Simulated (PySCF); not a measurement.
BrH₅: fields on a plane

These are results of TPSS in PySCF with Br def2-TZVP, H def2-TZVP; no relativity; density-fitted integrals, not measurements.

The singlet minimum has Br–H 1.436 Å, Br–H 1.712 Å (×4); H–Br–H 84.2° (×4), H–Br–H 89.4° (×4), H–Br–H 168.3° (×2).

The plane holds Br1 at (0.00, 0.00), H2 at (1.44, 0.00), H3 at (0.17, 1.70), H5 at (0.17, -1.70) Å. Columns run from x = -1.95 to 3.75 Å, rows from y = 4.05 (top) to -3.75 Å, in steps of 0.3 Å. Other isomers or separated fragments may lie lower.

Question: Give the electron localisation function (set to 0 where the density is under 0.005 e/Å³). Lower edges of the bins: '0' 0.000, '1' 0.100, '2' 0.200, '3' 0.300, '4' 0.400, '5' 0.500, '6' 0.600, '7' 0.700, '8' 0.800, '9' 0.900; top 1.00.

Answer: 
```
00000000000000000000
00000000000000000000
00000000000000000000
00000789980000000000
00008999999600000000
00089999999800000000
00289999999950000000
00169999999820000000
00027999998300000000
00013799983000000000
00124678741000000000
02467754554577620000
26888233168999970000
47896366369999990000
47896366369999990000
26888233168999970000
02467754554577620000
00124678741000000000
00013799983000000000
00027999998300000000
00169999999820000000
00289999999950000000
00089999999800000000
00008999999600000000
00000789980000000000
00000000000000000000
00000000000000000000
```

Question: Give the electron density (e/Å³) (cut at 5 e/Å³). Lower edges of the bins (e/Å³): '_' 0.000, '.' 0.030, ':' 0.076, '-' 0.151, '=' 0.268, '+' 0.455, '*' 0.750, '#' 1.218, '%' 1.960, '@' 3.136; top 5.00, each point printed twice.

Answer: 
```
________________________________________
________________________________________
________________________________________
________________________________________
______________..________________________
__________....::::..____________________
________..::--==--::..__________________
________..--++**++--::..________________
______..::==**%%**==::..________________
______..::==++**++==::..________________
____..::--==++**++==::....______________
____..--==**####**++==--::..____________
__..::==**%%@@@@##**++++==::..__________
__..--++##@@@@@@@@######**--..__________
__..--++##@@@@@@@@######**--..__________
__..::==**%%@@@@##**++++==::..__________
____..--==**####**++==--::..____________
____..::--==++**++==::....______________
______..::==++**++==::..________________
______..::==**%%**==::..________________
________..--++**++--::..________________
________..::--==--::..__________________
__________....::::..____________________
______________..________________________
________________________________________
________________________________________
________________________________________
```
